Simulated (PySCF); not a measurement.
C₇H₇, SMILES c1c[c]ccc1C, doublet at its B3LYP/def2-SVP optimised geometry (Å):

```
14

C     -1.4444    -2.0155     0.0091
C     -0.6946    -0.7035    -0.0037
C     -1.3805     0.5218    -0.0055
C     -0.6889     1.7467    -0.0034
C      0.6876     1.6809     0.0000
C      1.4294     0.5167     0.0000
C      0.7121    -0.6902    -0.0023
H     -1.3162    -2.5405     0.9713
H     -2.5232    -1.8665    -0.1457
H     -1.0810    -2.6952    -0.7788
H     -2.4751     0.5265    -0.0098
H     -1.2336     2.6952    -0.0062
H      2.5232     0.5167     0.0000
H      1.2603    -1.6380    -0.0039
```

Level of theory: unrestricted B3LYP/def2-TZVP run with PySCF. Cells within 0.4 Å of a nucleus heavier than hydrogen are left out (blank, or x).

Map of the electrostatic potential (hartree/e), clipped to [-0.08, 0.12] on the plane z = 0.0 Å:

```
|1111111111111111100000000111111|
|1111111111111111100000000011111|
|1111111122222111000000000001111|
|1111111222222211000000000001111|
|1111112223454321000000000001111|
|1111112235999531100000000011111|
|1111122237999953221000000011111|
|1111122238999998998310000111111|
|1111222236999999999941001111111|
|1112222235999x999x9993111111111|
|111222334699xxx9xxx995322211111|
|11222346799999999x9999764322111|
|1222359999999999999999999532211|
|1222369999xx9999999xx9999732211|
|1222369999xx9999999xx9999732211|
|1222359999999999999999999532211|
|1222234679999x999x9999764322211|
|122223344799xxx9xxx996433222111|
|1222234568999x999x9995322221111|
|1222349999999999999997322221111|
|12223699999x9999999998422211111|
|1122369999xx9995599997322211111|
|1122349999xx9974359985322111111|
|1112234699999953234443222111111|
|1111222247999532222322222111111|
|1111111223343322222222221111111|
|1111111112222222222222111111111|
|1111111111111111111111111111111|
|1111111111111111111111111111111|
|1111111111111111111111111111111|
|1111111111111111111111111111111|
```
Scale: ten equal steps from -0.019 (start of '0') to 0.120 (end of '9'), in the order '0123456789'; x runs from -5.00 to 5.00, y from -5.00 (bottom) to 5.00 (top).
